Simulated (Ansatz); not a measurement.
Ansatz (a quantum-chemistry and plane-wave program) input for C₃H₁₄Si₃, SMILES [SiH3]CC([SiH3])C[SiH3], PBE/def2-SVPD. Geometry: B3LYP-D3(BJ)/def2-SVP. One conformer was computed; it need not be the lowest.

Ansatz 0.2 input:
```yaml
crystal:
  periodic: [false, false, false]
  atoms:
    - {symbol: Si, position_ang: [-1.10225120, 2.06901452, 1.26682039]}
    - {symbol: C, position_ang: [-0.77975757, 0.76504854, -0.07305318]}
    - {symbol: C, position_ang: [0.40766867, -0.19924505, 0.13629113]}
    - {symbol: Si, position_ang: [2.08662552, 0.69307409, 0.26831277]}
    - {symbol: C, position_ang: [0.48713451, -1.27983443, -0.96940386]}
    - {symbol: Si, position_ang: [-1.00990883, -2.43943173, -1.11041960]}
    - {symbol: H, position_ang: [-0.09344136, 3.16659390, 1.22795592]}
    - {symbol: H, position_ang: [-1.06403757, 1.43641557, 2.61899532]}
    - {symbol: H, position_ang: [-2.45377506, 2.66351260, 1.04832924]}
    - {symbol: H, position_ang: [-0.67587988, 1.28993821, -1.04048879]}
    - {symbol: H, position_ang: [-1.71892257, 0.18796235, -0.15777468]}
    - {symbol: H, position_ang: [0.26930062, -0.71139321, 1.10738983]}
    - {symbol: H, position_ang: [2.14579111, 1.57990574, 1.46686802]}
    - {symbol: H, position_ang: [3.17690677, -0.32110842, 0.37203829]}
    - {symbol: H, position_ang: [2.31237742, 1.52207722, -0.95401234]}
    - {symbol: H, position_ang: [1.36518468, -1.92965461, -0.80539720]}
    - {symbol: H, position_ang: [0.64714788, -0.80604200, -1.95550414]}
    - {symbol: H, position_ang: [-2.20730776, -1.76048767, -1.68673301]}
    - {symbol: H, position_ang: [-0.66343944, -3.59218579, -1.99363743]}
    - {symbol: H, position_ang: [-1.37269571, -2.95854486, 0.24297643]}
basis:
  gaussian:
    orbitals: def2-SVPD
hamiltonian:
  xc: {name: PBE}
```

Log of the run:

```
WARN ansatz: RAYON_NUM_THREADS=2 ignored (pool sized by the plan → 2); use --threads N
Functional definition: PBE
integrals: 0.26 GiB planned
2087 factors; their error is unknown
mean field: 1.61 GiB planned
mean field evaluation 1: about -26932.3611 eV, gradient 6.9e1 eV
mean field evaluation 2: about -26893.3936 eV, gradient 1.3e2 eV
mean field evaluation 4: about -26944.6219 eV, gradient 9.1e0 eV
mean field evaluation 8: about -26944.8323 eV, gradient 3.5e-1 eV
mean field evaluation 16: about -26944.7596 eV, gradient 3.8e-4 eV
mean field -26944.75962607 eV, -990.2016524441 hartree, gradient 5.0e-5 eV, S^2 0.000000; 0 other end points of the search recorded, 0 dependent functions left out
reference -26944.75968904 eV, -990.2016547582 hartree; 37, 37 occupied and 207, 207 virtual orbitals, 2087 factors
Total energy: -26944.75968904 eV, -990.2016547582 hartree
```

The run converged.

Cost: around 9 core-seconds (rough).
